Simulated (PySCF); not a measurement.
# Computed NMR parameters against published values

Geometry (Å), atoms numbered from 1 in this order:
```xyz
16

C    -2.802   -0.765   -0.357
C    -1.937    0.250   -0.234
C    -0.477    0.163   -0.107
C     0.220   -1.057   -0.109
C     1.604   -1.089    0.015
C     2.328    0.098    0.144
C     1.653    1.317    0.148
C     0.267    1.346    0.023
H    -3.874   -0.576   -0.444
H    -2.484   -1.811   -0.376
H    -2.336    1.270   -0.222
H    -0.329   -1.996   -0.209
H     2.126   -2.049    0.011
H     3.416    0.070    0.242
H     2.209    2.252    0.248
H    -0.259    2.305    0.026
```

Published estimates (parent shift plus substituent increments) and measurements: δ 1H H11 6.72; H10 5.72; H9 5.20 ppm (measured; solution, not stated per compound (mostly CDCl3 or CCl4); Pretsch, Buehlmann, Badertscher, Structure Determination of Organic Compounds, 4th ed. (2009)).
δ 13C C2 135.8; C5/C7 128.4; C6 127.7; C4/C8 126.2; C1 112.3; δ 1H H12/H16 7.42; H13/H15 7.32; H14 7.25 ppm (estimated from measurements, as parent shift plus tabulated substituent increment; solution, not stated per compound (mostly CDCl3 or CCl4); Pretsch, Buehlmann, Badertscher, Structure Determination of Organic Compounds, 4th ed. (2009)). Coupling constants: 3J(H11,H9) (cis) 11.1 Hz, 3J(H11,H10) (trans) 17.9 Hz, 2J(H9,H10) 1.0 Hz, 3J(H12,H13) 7.8 Hz, 4J(H12,H14) 1.1 Hz, 5J(H12,H15) 0.6 Hz, 4J(H12,H16) 1.9 Hz, 3J(H13,H14) 7.4 Hz, 4J(H13,H15) 1.5 Hz.

A single conformation, in vacuum, averaged over atoms made equivalent by symmetry, fast rotation or ring inversion, relativity neglected. B3LYP/pcJ-1 coupling constants (without the spin–dipole term); shieldings: GIAO KT2/pcSseg-1; geometry from PBE0-D3(BJ)/def2-SVP; PySCF 2.14.

**Question.** Set the calculated values beside the experiment.

**Answer.** 
Reference values: measured (solution, not stated per compound (mostly CDCl3 or CCl4); Pretsch, Buehlmann, Badertscher, Structure Determination of Organic Compounds, 4th ed. (2009)).
```tsv
atoms	quantity	reference	computed
H11	δ 1H	6.72	6.28
H10	δ 1H	5.72	5.98
H9	δ 1H	5.20	5.24
```

Reference values: estimated from measurements, as parent shift plus tabulated substituent increment (solution, not stated per compound (mostly CDCl3 or CCl4); Pretsch, Buehlmann, Badertscher, Structure Determination of Organic Compounds, 4th ed. (2009)).
```tsv
atoms	quantity	reference	computed	computed, scaled
C2	δ 13C	135.8	135.1	140.7
C5/C7	δ 13C	128.4	123.5	128.3
C6	δ 13C	127.7	123.3	128.0
C4/C8	δ 13C	126.2	120.8	125.3
C1	δ 13C	112.3	108.3	111.9
H12/H16	δ 1H	7.42	7.19	–
H13/H15	δ 1H	7.32	7.10	–
H14	δ 1H	7.25	6.99	–
```

Computed shifts are σ(ref) − σ with the named reference compound (TMS for H and C) calculated as an isolated molecule at the same level. The measured values may be among those fitted. Expected solution values come from regression of measured δ (H and C: mostly CDCl3, vs TMS) on computed σ: 13C: δ = 192.54 − 1.076σ (rms 1.2 ppm, 39 shifts, 2.4 ppm with the 5 outliers that the fit left out). A few per cent of atoms miss by over 2 rms, more outside the fitted compound classes.

Coupling constants in Hz (some tables give magnitudes without signs):
| coupling | reference | computed | source |
| --- | --- | --- | --- |
| 3J(H11,H9) cis | 11.1 | 12.4 | measured; solution (compiled); Pretsch, Buehlmann, Badertscher, Structure Determination of Organic Compounds, 4th ed., Springer 2009 |
| 3J(H11,H10) trans | 17.9 | 19.0 | measured; solution (compiled); Pretsch, Buehlmann, Badertscher, Structure Determination of Organic Compounds, 4th ed., Springer 2009 |
| 2J(H9,H10) | 1.0 | 0.8 | measured; solution (compiled); Pretsch, Buehlmann, Badertscher, Structure Determination of Organic Compounds, 4th ed., Springer 2009 |
| 3J(H12,H13) | 7.8 | 8.7 | measured; solution (compiled); Pretsch, Buehlmann, Badertscher, Structure Determination of Organic Compounds, 4th ed., Springer 2009 |
| 4J(H12,H14) | 1.1 | 0.9 | measured; solution (compiled); Pretsch, Buehlmann, Badertscher, Structure Determination of Organic Compounds, 4th ed., Springer 2009 |
| 5J(H12,H15) | 0.6 | 0.6 | measured; solution (compiled); Pretsch, Buehlmann, Badertscher, Structure Determination of Organic Compounds, 4th ed., Springer 2009 |
| 4J(H12,H16) | 1.9 | 1.6 | measured; solution (compiled); Pretsch, Buehlmann, Badertscher, Structure Determination of Organic Compounds, 4th ed., Springer 2009 |
| 3J(H13,H14) | 7.4 | 8.2 | measured; solution (compiled); Pretsch, Buehlmann, Badertscher, Structure Determination of Organic Compounds, 4th ed., Springer 2009 |
| 4J(H13,H15) | 1.5 | 1.0 | measured; solution (compiled); Pretsch, Buehlmann, Badertscher, Structure Determination of Organic Compounds, 4th ed., Springer 2009 |

**Question.** How far are the unscaled 1H shifts from the references?

**Answer.** Mean signed difference -0.14 ppm, mean absolute 0.24 ppm over 6 comparisons; the largest is -0.44 ppm at H11 (hydrogen on an alkene CH).

**Question.** How far are the unscaled 13C shifts from the references?

**Answer.** Mean signed difference -3.88 ppm, mean absolute 3.88 ppm over 5 comparisons; the largest is -5.4 ppm at C4/C8 (aromatic CH).

20 of the 36 published NMR values on file for this molecule are compared. The rest: values from further sources.

Unscaled 3J(H,H) at this level run about 10 % above measured values. The carbons averaged at δ 120.8 differ by 9 ppm in this conformer.
